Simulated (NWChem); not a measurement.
System: GaH2OBr; SMILES [OH][GaH][Br]

Here is an NWChem input.

```
start job
memory heap 200 mb stack 900 mb global 1100 mb
geometry units angstroms noautosym nocenter noautoz
  Ga    -0.283854     0.882021     0.000000
  H     -1.697103     1.527563     0.000000
  Br     0.012559    -1.376124     0.000000
  O      1.247087     1.780960     0.000000
  H      1.148216     2.739076     0.000000
end
basis spherical
  * library def2-svp
end
dft
  xc pbe0
  iterations 150
end
property
  efieldgrad
end
task dft property
```

Parts of the log:

```
             Northwest Computational Chemistry Package (NWChem) 7.3.0
             --------------------------------------------------------

                             Geometry "geometry" -> ""
                             -------------------------

 Output coordinates in angstroms (scale by  1.889725989 to convert to a.u.)

  No.       Tag          Charge          X              Y              Z
 ---- ---------------- ---------- -------------- -------------- --------------
    1 Ga                  31.0000    -0.28385400     0.88202100     0.00000000
    2 H                    1.0000    -1.69710300     1.52756300     0.00000000
    3 Br                  35.0000     0.01255900    -1.37612400     0.00000000
    4 O                    8.0000     1.24708700     1.78096000     0.00000000
    5 H                    1.0000     1.14821600     2.73907600     0.00000000

 Effective nuclear repulsion energy (a.u.)     403.1160765255

                              NWChem Property Module
                              ----------------------

  itol2e modified to match energy
  convergence criterion.

                                 NWChem DFT Module
                                 -----------------

 Summary of "ao basis" -> "ao basis" (spherical)
 ------------------------------------------------------------------------------
       Tag                 Description            Shells   Functions and Types
 ---------------- ------------------------------  ------  ---------------------
 Ga                         def2-svp                12       32   5s4p3d
 H                          def2-svp                 3        5   2s1p
 Br                         def2-svp                12       32   5s4p3d
 O                          def2-svp                 6       14   3s2p1d

  itol2e modified to match energy
  convergence criterion.

            General Information
            -------------------
          SCF calculation type: DFT
          Wavefunction type:  closed shell.
          No. of atoms     :     5
          No. of electrons :    76
           Alpha electrons :    38
            Beta electrons :    38
          Charge           :     0
          Spin multiplicity:     1
          Use of symmetry is: off; symmetry adaption is: off
          Maximum number of iterations: 150
          AO basis - number of functions:    88
                     number of shells:    36
          Convergence on energy requested:  1.00D-07
          Convergence on density requested:  1.00D-05
          Convergence on gradient requested:  5.00D-04

              XC Information
              --------------
                         PBE0 Method XC Functional
                     Hartree-Fock (Exact) Exchange  0.250
          PerdewBurkeErnzerhof Exchange Functional  0.750
            Perdew 1991 LDA Correlation Functional  1.000 local
           PerdewBurkeErnz. Correlation Functional  1.000 non-local

             Grid Information
             ----------------
          Grid used for XC integration:  fine
          Radial quadrature: Mura-Knowles
          Angular quadrature: Lebedev.
          Tag              B.-S. Rad. Rad. Pts. Rad. Cut. Ang. Pts.
          ---              ---------- --------- --------- ---------
          Ga                  1.30      140           8.0       974
          H                   0.35       60          11.0       590
          Br                  1.15      140          11.0       974
          O                   0.60       70          10.0       590
          Grid pruning is: on
          Number of quadrature shells:   470
          Spatial weights used:  Erf1

      Superposition of Atomic Density Guess
      -------------------------------------

 Sum of atomic energies:       -4570.75138147

      Non-variational initial energy
      ------------------------------

 Total energy =   -4571.255626
 1-e energy   =   -7174.954411
 2-e energy   =    2200.582708
 HOMO         =      -0.386645
 LUMO         =       0.009338

[...]

          -----------------------
          Electric field gradient
          -----------------------

 1 a.u. = 0.324123 10**(16) esu/cm**3  ( or statvolts/cm**2 ) = 0.97174 10**(22) v/m**2

 ------------------------------------------------------------
   Atom      X         Y         Z
 ------------------------------------------------------------
    1 Ga  -0.53641   1.66678   0.00000
 ------------------------------------------------------------

 Electric field gradient in molecular frame (a.u.)
         XX             YY             ZZ             XY             XZ             YZ
 ------------------------------------------------------------------------------------------
        1.509976       0.485015      -1.994991      -0.144434      -0.000000       0.000000

 Principal components (a.u.) and orientation
 of principal axis w.r.t. absolute frame                      Asymmetry parameter eta
 --------------------------------------------------------------------------------------
       -1.994991       1.529940       0.465051                       0.533781

        0.000000       0.990582       0.136922
       -0.000000      -0.136922       0.990582
        1.000000      -0.000000       0.000000

 ------------------------------------------------------------
   Atom      X         Y         Z
 ------------------------------------------------------------
    2 H   -3.20706   2.88668   0.00000
 ------------------------------------------------------------

 Electric field gradient in molecular frame (a.u.)
         XX             YY             ZZ             XY             XZ             YZ
 ------------------------------------------------------------------------------------------
       -0.094425       0.033313       0.061112       0.073188       0.000000      -0.000000

 Principal components (a.u.) and orientation
 of principal axis w.r.t. absolute frame                      Asymmetry parameter eta
 --------------------------------------------------------------------------------------
       -0.127693       0.066582       0.061112                       0.042840

        0.910360       0.413817      -0.000000
       -0.413817       0.910360      -0.000000
       -0.000000       0.000000       1.000000

 ------------------------------------------------------------
   Atom      X         Y         Z
 ------------------------------------------------------------
    3 Br   0.02373  -2.60050   0.00000
 ------------------------------------------------------------

 Electric field gradient in molecular frame (a.u.)
         XX             YY             ZZ             XY             XZ             YZ
 ------------------------------------------------------------------------------------------
        2.300268      -3.610259       1.309991       0.771056      -0.000001      -0.000000

 Principal components (a.u.) and orientation
 of principal axis w.r.t. absolute frame                      Asymmetry parameter eta
 --------------------------------------------------------------------------------------
       -3.709191       2.399200       1.309991                       0.293651

       -0.127264       0.991869       0.000001
        0.991869       0.127264       0.000000
        0.000000      -0.000001       1.000000

 ------------------------------------------------------------
   Atom      X         Y         Z
 ------------------------------------------------------------
    4 O    2.35665   3.36553   0.00000
 ------------------------------------------------------------

 Electric field gradient in molecular frame (a.u.)
         XX             YY             ZZ             XY             XZ             YZ
 ------------------------------------------------------------------------------------------
        0.293839      -1.251681       0.957841      -0.299409      -0.000000      -0.000000

 Principal components (a.u.) and orientation
 of principal axis w.r.t. absolute frame                      Asymmetry parameter eta
 --------------------------------------------------------------------------------------
       -1.307657       0.957841       0.349816                       0.464973

        0.183771      -0.000000       0.982969
        0.982969       0.000000      -0.183771
        0.000000       1.000000       0.000000

 ------------------------------------------------------------
   Atom      X         Y         Z
 ------------------------------------------------------------
    5 H    2.16981   5.17610   0.00000
 ------------------------------------------------------------

 Electric field gradient in molecular frame (a.u.)
         XX             YY             ZZ             XY             XZ             YZ
 ------------------------------------------------------------------------------------------
        0.222907      -0.475389       0.252482       0.065795      -0.000000       0.000000

 Principal components (a.u.) and orientation
 of principal axis w.r.t. absolute frame                      Asymmetry parameter eta
 --------------------------------------------------------------------------------------
       -0.481535       0.252482       0.229052                       0.048657

       -0.092996      -0.000000       0.995666
        0.995666      -0.000000       0.092996
       -0.000000       1.000000       0.000000
```

Level: PBE0/def2-SVP. Geometry: optimised at PBE0/def2-SVP. NWChem prints the field gradient with the sign opposite to the second derivative of the potential.
